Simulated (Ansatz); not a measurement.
Stepwise reaction of `C#[C][GeH2][C]#C` with ammonia, as a gas-phase model of exchange steps in deposition or etching. ΔE in kJ/mol; ΔG adds harmonic PBE0-D4 terms to CCSD(T)/CBS, at 1 bar.

Computed with Ansatz on PBE0-D4/def2-TZVP structures; ΔE is electronic, products minus reactants. CBS: MP2 limit from def2 TZ/QZ plus the TZ coupled-cluster correction, frozen cores. This one scheme is used for every species. DFT in def2-TZVPP. B3LYP here is the variant with VWN-RPA as its local correlation; programs differ in this. For Ge outer-core shells are correlated without core-valence functions, which leaves a few kJ/mol of doubt a bond. Scalar relativity is left out up to krypton. Each species was taken in one conformer, which may not be the lowest.

```
step                                               reaction  PBE-D4  B3LYP-D4  ωB97M-V  CCSD(T)/CBS  ΔG(400 K)
   2  `C#[C][GeH2][NH2]` + NH₃ → `[NH2][GeH2][NH2]` + `C#C`    14.8      11.3     11.3         11.9       15.4
```

**Question.** Give the row of step 1, `C#[C][GeH2][C]#C` + NH₃ → `C#[C][GeH2][NH2]` + `C#C`. (Estimate.)

**Answer.** Computed: 
| step | reaction | PBE-D4 | B3LYP-D4 | ωB97M-V | CCSD(T)/CBS | ΔG(400 K) |
| --- | --- | --- | --- | --- | --- | --- |
| 1 | `C#[C][GeH2][C]#C` + NH₃ → `C#[C][GeH2][NH2]` + `C#C` | 13.3 | 10.9 | 10.5 | 12.9 | 10.8 |

**Question.** By hand: ΔE of the 2 steps together at CCSD(T)/CBS.

**Answer.** (12.9) + (11.9) = 24.8 kJ/mol, or 12.4 kJ/mol a step.

In ΔE the steps differ by no more than 1.0 kJ/mol. All are uphill at CCSD(T)/CBS. ΔG lies between 10.8 and 15.4 kJ/mol a step. PBE-D4 differs from CCSD(T)/CBS by 0.4 to 2.9 kJ/mol a step. Isolated molecules leave out the surface, adducts and barriers. Largest T1 diagnostic: 0.013.
